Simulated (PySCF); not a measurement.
B3LYP has the VWN-RPA correlation part, as in Gaussian. 

## H₆Si₃, SMILES `[SiH2]1[SiH2][SiH2]1` (charge 0, multiplicity 1)

The numbers are results of PySCF with B3LYP-D3(BJ)/def2-TZVP, not measurements.

| Item | Result |
|---|---|
| HOMO | -6.72 eV |
| dipole moment | 0.00 D |
| HOMO–LUMO gap | 5.50 eV |
| LUMO | -1.23 eV |
| S1 excitation (TDA) | 4.41 eV |
| S1 oscillator strength | 0.000 |
| T1 excitation (TDA) | 3.88 eV |
| S1–T1 gap (TDA) | 0.54 eV |
| vertical ionisation energy (Delta-SCF) | 8.79 eV |
| total energy | -872.1429 Ha |
| cost | about 100 core-seconds (a rough figure) |

```xyz
9

Si     1.3066    -0.3329     0.0549
Si    -0.9391    -0.9651    -0.0864
Si    -0.3674     1.2981     0.0315
H      2.0362    -0.5830     1.3175
H      2.1639    -0.4872    -1.1410
H     -1.4456    -1.5034    -1.3682
H     -1.5733    -1.5992     1.0904
H     -0.5267     2.1343    -1.1786
H     -0.6544     2.0385     1.2800
```
Charge 0, spin multiplicity 1.
